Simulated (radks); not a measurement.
All-electron atom: Co5+ in [Ar] 3d4.

Calculated with a radial shooting solver on a logarithmic mesh with Libxc functionals: non-relativistic Kohn-Sham, TPSS, spin-polarised, spherical densities, point nucleus; open shells are filled with parallel spins first; meta-GGA in the generalised Kohn-Sham scheme.

Energy parts (Ry):
part                       energy
total                 -2751.48382
kinetic                2749.68417
electron-nucleus      -6414.29634
Hartree                1026.58787
exchange-correlation   -113.45952

Orbitals (lengths in bohr, moments of r in powers of bohr):
orbital  occ.  eigenvalue (Ry)       <r^4>     <r^2>
1s up       1        -560.0087  0.00004797  0.004336
1s down     1        -560.0092  0.00004797  0.004336
2s up       1        -71.84527     0.01079   0.07881
2s down     1        -71.64866     0.01070   0.07850
2p up       3        -63.12928    0.007997   0.06288
2p down     3        -62.97314    0.007908   0.06257
3s up       1        -13.78543      0.6748    0.6564
3s down     1        -13.35202      0.6929    0.6638
3p up       3        -11.12733      0.8200    0.7039
3p down     3        -10.69308      0.8553    0.7164
3d up       4         -6.73723       1.337    0.8183
3d down     0         -6.30230       1.510    0.8623

The highest occupied level is 3d up at -91.665 eV. Virial ratio -V/T = 2.00065.
